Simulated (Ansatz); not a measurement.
Relaxation of diborane 1,2-di F (B2H4F2) with RKS PBE-D4/def2-TZVP.

```sh
$ ansatz run in.yaml --threads 2 --pin off --events-out ev --progress --plain --max-ram 4352MiB
```

```yaml
crystal:
  periodic: [false, false, false]
  atoms:
    - {symbol: B, position_ang: [0.900280, 0.135600, 0.220540]}
    - {symbol: B, position_ang: [-0.901660, -0.069840, -0.243330]}
    - {symbol: F, position_ang: [1.577350, -0.870490, 0.774860]}
    - {symbol: F, position_ang: [-1.523610, -1.233090, -0.048610]}
    - {symbol: H, position_ang: [1.468510, 1.149340, 0.064650]}
    - {symbol: H, position_ang: [-0.279410, 0.344870, 0.872020]}
    - {symbol: H, position_ang: [-1.518140, 0.797180, -0.736440]}
    - {symbol: H, position_ang: [0.276680, -0.253560, -0.903690]}
basis:
  gaussian: {orbitals: def2-TZVP}
hamiltonian: {xc: pbe, dispersion: d4}
scf: {lower_state_search: "off"}
output: {orbitals: {seedname: orbitals}}
relax: {f_tol: 0.02, max_steps: 100}
```

Run time 5.5 s (2 threads of Intel Xeon Platinum 8375C on a shared host).

Positions (Å) and forces (eV/Å) at steps 1, 2, 3, 4, 6 of 6:

```xyz
8
step=1 energy=-6849.1061 eV
B     0.900    0.136    0.221   -0.916   -0.314   -0.079
B    -0.902   -0.070   -0.243    0.923   -0.158    0.245
F     1.577   -0.870    0.775    0.205   -0.703    0.297
F    -1.524   -1.233   -0.049   -0.172   -0.750    0.202
H     1.469    1.149    0.065   -0.037    0.734   -0.255
H    -0.279    0.345    0.872    0.017    0.294    0.110
H    -1.518    0.797   -0.736    0.002    0.737   -0.252
H     0.277   -0.254   -0.904   -0.022    0.162   -0.267
8
step=2 energy=-6849.2021 eV
B     0.879    0.119    0.221   -0.393   -0.075   -0.007
B    -0.879   -0.082   -0.233    0.393   -0.039    0.045
F     1.553   -0.902    0.776    0.092   -0.256    0.108
F    -1.498   -1.258   -0.031   -0.078   -0.272    0.074
H     1.414    1.169    0.044   -0.026    0.220   -0.093
H    -0.283    0.370    0.887    0.070    0.071   -0.107
H    -1.464    0.827   -0.733    0.015    0.232   -0.062
H     0.280   -0.243   -0.931   -0.072    0.119    0.042
8
step=3 energy=-6849.2172 eV
B     0.867    0.110    0.225   -0.067    0.002    0.021
B    -0.868   -0.092   -0.232    0.065   -0.008   -0.016
F     1.539   -0.921    0.780   -0.003    0.020   -0.008
F    -1.484   -1.275   -0.022    0.003    0.021   -0.008
H     1.385    1.176    0.030    0.012   -0.019    0.007
H    -0.281    0.385    0.878    0.037   -0.001   -0.015
H    -1.437    0.843   -0.726   -0.010   -0.021    0.005
H     0.277   -0.226   -0.933   -0.036    0.007    0.012
8
step=4 energy=-6849.2176 eV
B     0.865    0.110    0.226   -0.022    0.007    0.010
B    -0.866   -0.092   -0.232    0.022   -0.001   -0.016
F     1.535   -0.922    0.780    0.003   -0.001   -0.001
F    -1.480   -1.275   -0.022   -0.003    0.001    0.002
H     1.388    1.173    0.031    0.008   -0.006    0.001
H    -0.280    0.388    0.877    0.009    0.002   -0.005
H    -1.439    0.840   -0.726   -0.008   -0.005    0.005
H     0.275   -0.223   -0.934   -0.009    0.004    0.004
8
step=6 energy=-6849.2177 eV
B     0.865    0.111    0.227    0.001   -0.001    0.001
B    -0.865   -0.092   -0.234    0.000   -0.001   -0.001
F     1.533   -0.923    0.780   -0.002    0.000    0.000
F    -1.477   -1.276   -0.021    0.002    0.000    0.000
H     1.392    1.171    0.031    0.001   -0.001    0.001
H    -0.279    0.390    0.876    0.001    0.002   -0.001
H    -1.443    0.838   -0.725   -0.001   -0.001    0.000
H     0.275   -0.220   -0.935   -0.001    0.002    0.000
```

Another isomer (singlet) lies 0.39 eV lower at PBE0-D4/def2-TZVP; other spin states weren't run for this one.
